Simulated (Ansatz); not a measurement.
# Which method gave which barrier?

Saddle point of BSiH6ClO2, closed shell (BSiH₅O₂ ([OH][B]([OH])[SiH3]) + HCl → BH₂ClO₂ ([OH][B]([OH])[Cl]) + SiH₄; bonds formed: B1–Cl6, Si2–H5; bonds broken: B1–Si2, H5–Cl6), PBE0-D4/def2-TZVP structure:

```
11
angstrom
B -0.6851 0.3047 -0.0796
Si 1.2458 -0.7896 -0.2615
O -0.8945 0.8399 -1.3043
O -1.6446 -0.3453 0.6343
H 0.5289 0.6564 0.5383
Cl 0.0939 1.9658 1.4579
H 2.3234 -0.0554 -0.9597
H 1.7145 -1.3918 1.0085
H 0.6154 -1.8092 -1.1343
H -1.8261 1.0104 -1.4777
H -1.4714 -0.3859 1.5781
```

Ansatz 0.2.0; basis: def2-TZVPP, with def2-QZVPP for the basis limit; cores frozen in the correlated methods. Extrapolation: Hartree–Fock as exp(−7.88 √X), correlation as X^−2.97. Four methods, as single points on the PBE0-D4 structures, gave these electronic barriers from the start structure: 104.7, 110.5, 154.7, 202.6 kJ/mol.

(1) The methods were, in alphabetical order, BHLYP-D4, HF, PBE-D4, r2SCAN-D4. Which gave which? (Judge from chemistry; the calculation decides.)

T1 diagnostic: at most 0.014.

Answers

(1) Computed: PBE-D4 104.7; r2SCAN-D4 110.5; BHLYP-D4 154.7; HF 202.6 kJ/mol. For comparison, CCSD(T) at an estimated basis limit (MP2 extrapolated from triple and quadruple zeta, plus CCSD(T) − MP2 in triple zeta) gives 144.5 kJ/mol.

Labels in which every atom is bracketed show which atoms are joined, not bond orders.

For scale, one of the runs: CCSD(T)/def2-TZVPP, 261 basis functions, launched by `ansatz run in.yaml --threads 8 --pin off --events-out ev --progress --plain --max-ram 19148MiB`. The run took 73 s on 8 CPU threads of an Intel Xeon Platinum 8488C (shared host), with 6.2 GiB of host memory at its peak.
